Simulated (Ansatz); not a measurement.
`F/C=C/[SiH3]` + `SC1CO1` → `[SiH3]SC1CO1` + `C=CF`  (ligand exchange at the Si–C bond)

Calculated with Ansatz (gas phase, PBE0-D4/def2-TZVP geometries, no zero-point term in ΔE). CBS: MP2 limit from def2 TZ/QZ plus the TZ coupled-cluster correction, frozen cores. Functionals use def2-TZVPP. B3LYP here is the variant with VWN-RPA as its local correlation; programs differ in this. Each species was taken in one conformer, which may not be the lowest.

`F/C=C/[SiH3]`:

Z-matrix (Å, degrees):
```
Si
C 1 1.852
H 1 1.487 2 110.8
H 1 1.487 2 108.6 3 120.1
H 1 1.487 2 110.8 3 -119.8
C 2 1.322 1 121.1 3 -120.1
H 2 1.087 1 121.3 3 59.9
F 6 1.336 2 122.8 1 -180.0
H 6 1.086 2 125.9 1 0.0
```

`SC1CO1`:

Z-matrix (Å, degrees):
```
C
C 1 1.455
O 1 1.407 2 59.7
S 1 1.780 2 124.7 3 -107.1
H 1 1.088 2 119.2 3 103.7
H 2 1.087 1 120.2 3 -103.1
H 2 1.087 1 119.0 3 103.6
H 4 1.343 1 96.3 2 19.2
```

`[SiH3]SC1CO1`:

Cartesian coordinates in Å:
```
Si 1.751 -0.892 0.870
S 0.313 0.673 1.094
C -0.476 0.535 -0.506
C -1.898 0.835 -0.624
O -1.412 -0.496 -0.713
H 2.648 -0.778 2.045
H 2.516 -0.690 -0.389
H 1.115 -2.232 0.841
H 0.184 0.726 -1.349
H -2.282 1.256 -1.549
H -2.458 1.063 0.279
```

`C=CF`:

Z-matrix (Å, degrees):
```
C
C 1 1.316
H 1 1.081 2 119.2
H 1 1.082 2 121.6 3 -180.0
F 2 1.336 1 122.3 3 180.0
H 2 1.084 1 125.7 3 0.0
```

```csv
level,ΔE (kcal/mol),difference from CCSD(T)/CBS
PBE-D4,-12.2,0.0
r2SCAN-D4,-12.2,0.0
B3LYP-D4,-12.1,0.1
ωB97M-V,-11.8,0.4
PBE0,-12.0,0.2
HF/def2-TZVPP,-11.7,0.5
MP2/def2-TZVPP,-12.3,-0.1
SCS-MP2/def2-TZVPP,-11.7,0.5
HF/def2-QZVPP,-11.7,0.5
CCSD/CBS(def2),-12.1,0.1
CCSD(T)/CBS,-12.2,0
```

Largest T1 diagnostic among the species: 0.012.

The D4 term adds −0.8 kcal/mol with B3LYP and −0.5 kcal/mol with PBE0; it sums over pairs of atoms, weighted by their polarisabilities, and B3LYP, whose exchange is more repulsive, gets the larger term.
